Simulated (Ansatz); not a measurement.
Input file for Ansatz (a program for electronic structure): R-revPBE/def2-TZVPP on C3H4 (SMILES C=C=C).

Ansatz 0.2 input:
```yaml
crystal:
  periodic: [false, false, false]
  atoms:
    - {symbol: C, position_ang: [1.30011075, 0.00845347, -0.00036617]}
    - {symbol: C, position_ang: [0.00000004, -0.00000535, -0.00000988]}
    - {symbol: C, position_ang: [-1.30011073, -0.00845172, 0.00038656]}
    - {symbol: H, position_ang: [1.86730255, -0.65446423, -0.64364777]}
    - {symbol: H, position_ang: [1.85896257, 0.67870042, 0.64262108]}
    - {symbol: H, position_ang: [-1.86752060, 0.63099137, -0.66604864]}
    - {symbol: H, position_ang: [-1.85874458, -0.65522396, 0.66716481]}
basis:
  gaussian:
    orbitals: def2-TZVPP
hamiltonian:
  xc: {name: revPBE}
scf: {lower_state_search: off}
```

Predict the final total energy.

-116.6713 hartree.
